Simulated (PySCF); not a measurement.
Isomers of C5H14P2, one conformer each; single-point electronic energies without zero-point terms and without any empirical dispersion term.

Computed with PySCF at PBE0/pcSseg-1, non-relativistic, each on one gas-phase PBE0-D3(BJ)/def2-SVP geometry that isn't relaxed in the solvent. The solvent is an IEF-PCM continuum (van der Waals radii × 1.2). Specific hydrogen bonds and non-electrostatic terms are outside this model.

```
     isomer  relative energy, gas (kcal/mol)  dipole (D)
`CCCP(C)CP`                              0.0        0.43
`CC(CPCP)C`                              2.7        1.69
```

Problem. How do the relative energies look in chloroform (ε = 4.711)?

Solution. 
```json
{"isomer": "`CCCP(C)CP`", "relative energy, solvent (kcal/mol)": "0.0", "E(solvent) − E(gas) (kcal/mol)": "-2.7", "dipole in solvent (D)": "0.68"}
{"isomer": "`CC(CPCP)C`", "relative energy, solvent (kcal/mol)": "2.8", "E(solvent) − E(gas) (kcal/mol)": "-2.6", "dipole in solvent (D)": "2.05"}
```

The order is unchanged. Conformers: `[CH3:1][CH2:2][CH2:3][P:4]([CH3:5])[CH2:6][PH2:7]` with C1–C2–C3–P4 -176°, C2–C3–P4–C5 -71°, C3–P4–C6–P7 57°, P4–C6–P7–H 84° and 178°; `[CH3:1][CH:2]([CH3:3])[CH2:4][PH:5][CH2:6][PH2:7]` with C1–C2–C4–P5 173°, C2–C4–P5–C6 -178°, C4–P5–C6–P7 -167°, P5–C6–P7–H 51° and -43°. The gains span 0.1 kcal/mol, the gas-phase energies 2.7 kcal/mol.
